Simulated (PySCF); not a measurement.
Geometry (Å), atoms numbered from 1 in this order:
```xyz
17

Si   -3.8742    0.1880   -0.1438
Si   -1.7791    1.1115    0.3296
Si   -0.0637   -0.4287   -0.0583
Si    2.0199    0.4889    0.4737
Si    3.7359   -1.0493    0.0789
H    -4.0954   -1.0043    0.7179
H    -3.9194   -0.2405   -1.5676
H    -4.9708    1.1639    0.0982
H    -1.7241    1.5401    1.7560
H    -1.5437    2.3124   -0.5208
H    -0.0732   -0.8353   -1.4922
H    -0.2913   -1.6503    0.7648
H     2.0177    0.8927    1.9082
H     2.2325    1.7130   -0.3493
H     3.7296   -1.4423   -1.3560
H     3.5116   -2.2661    0.9049
H     5.0702   -0.4827    0.4139
```

Geometry: PBE0-D3(BJ)/def2-TZVP; GIAO shifts from PySCF 2.14.0 with density-fitted response routines, gas phase, non-relativistic, averaged over equivalent atoms.

At wB97X-D/pcSseg-2 (383 basis functions):
| atoms | δ (ppm) |
| --- | --- |
| Si1/Si5 | -106.8 |
| Si3 | -116.1 |
| Si2/Si4 | -117.0 |
| H6/H7/H8/H15/H16/H17 | 3.80 |
| H9/H10/H13/H14 | 3.64 |
| H11/H12 | 3.60 |

Chemical shifts δ = σref − σ; ²⁹Si (341.45 ppm), ¹H (31.63 ppm) against TMS, all at this level.

Estimate the result of repeating the calculation with PBE0/pcSseg-2.

## Answers


```
               atoms  δ at PBE0/pcSseg-2  change
             Si1/Si5              -107.1    -0.3
                 Si3              -115.8    +0.3
             Si2/Si4              -116.9    +0.1
H6/H7/H8/H15/H16/H17                3.84   +0.04
      H9/H10/H13/H14                3.70   +0.06
             H11/H12                3.66   +0.06
```

References, each an isolated molecule treated in the same way: ²⁹Si (σref 342.20) and ¹H (σref 31.52) vs TMS.

The largest change is at Si3 (silicon bonded to 2 Si, 2 H). Cost: 383 basis functions.
